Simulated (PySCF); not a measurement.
## Dipole moment and polarisability of `[SiH3][SiH2]CCl`

CH₇ClSi₂.
Atom-mapped SMILES: `[SiH3:1][SiH2:2][CH2:3][Cl:4]` (hydrogens: H5, H6, H7 on Si1; H8, H9 on Si2; H10, H11 on C3)

Structure used (PBE0-D3(BJ)/def2-SVP), in Å, numbered top down from 1:
```xyz
11
CH7ClSi2 angstrom
Si     0.590   -0.621    0.251
Si    -1.559    0.042    0.930
C     -2.869   -0.883   -0.086
Cl    -4.514   -0.384    0.419
H      1.631    0.100    1.046
H      0.792   -0.314   -1.199
H      0.765   -2.093    0.451
H     -1.734    1.510    0.718
H     -1.761   -0.273    2.376
H     -2.789   -1.971    0.052
H     -2.768   -0.669   -1.160
```

Level: CAM-B3LYP/def2-SVPD (PySCF), static field, nuclei fixed, core orbitals frozen in the response. The polarisability tensor in these axes (au):

```
x   111.07  -3.24  -2.83
y    -3.24  74.82   2.63
z    -2.83   2.63  75.11
```

Task: What are the eigenvalues, a third of the trace, and Δα (Δα² = ½Σ(αi − αj)² over the three pairs)?

Result: Principal values 72.33, 77.06 and 111.61 au; mean 87.00 au = 12.89 Å³ = 14.34 × 10⁻⁴⁰ C²·m²/J; Δα = 37.14 au (43 % of the mean).

Task: What is the dipole moment, and where does it point?

Result: (1.54, -0.57, -0.59) D, 1.74 D in size, pointing from the negative to the positive side. Measured along this direction, the outermost atoms are Cl4 at the negative end and H7 and H6 at the positive end.

Task: In TDDFT the mean static polarisability is Σ f/ω² over all singlet excitations (ω in hartree). How much of it do the 10 lowest give? Their energies (eV) and oscillator strengths: 6.47, 0.0654; 7.04, 0.0014; 7.21, 0.0115; 7.43, 0.0179; 7.47, 0.0419; 7.56, 0.0464; 8.06, 0.0051; 8.06, 0.0106; 8.13, 0.3756; 8.28, 0.0015.

Result: They add up to 7.15 au, 8.2 % of the 87.00 au; the largest single term is 4.21 au, from the state at 8.13 eV. Terms in order: 1.16, 0.02, 0.16, 0.24, 0.56, 0.60, 0.06, 0.12, 4.21, 0.02 au. Higher excitations give the rest. The strengths listed sum to 0.577.

Task: Refractivity n − 1 of an ideal gas of it at 400 K and 1 atm, from the electronic α?

Result: N = p/kT = 1.8347 × 10¹⁹ cm⁻³, so n − 1 = 2π × N × 12.89 × 10⁻²⁴ cm³ = 1486 × 10⁻⁶ at long wavelengths.

Task: How large is μ²/3kT at 350 K beside α?

Result: In Gaussian units μ²/3kT = 21.00 Å³ against 12.89 Å³, a ratio of 1.63; the Debye molar polarisation (4π/3)N_A(α + μ²/3kT) is 85.5 cm³/mol, leaving out the vibrational part.

Task: Give the eigenvalues of the traceless quadrupole moment Θ = ½Σq(3rr − r²1), origin at the centre of nuclear charge.

Result: -6.42, 2.69, 3.73 D·Å. The values depend on the origin, since the dipole doesn't vanish. The electronic extent ⟨r²⟩ about the same centre is 1071 bohr², a root-mean-square distance of 2.27 Å for the 58 electrons.

Isolated species at its PBE0-D3(BJ)/def2-SVP geometry (one conformer only).
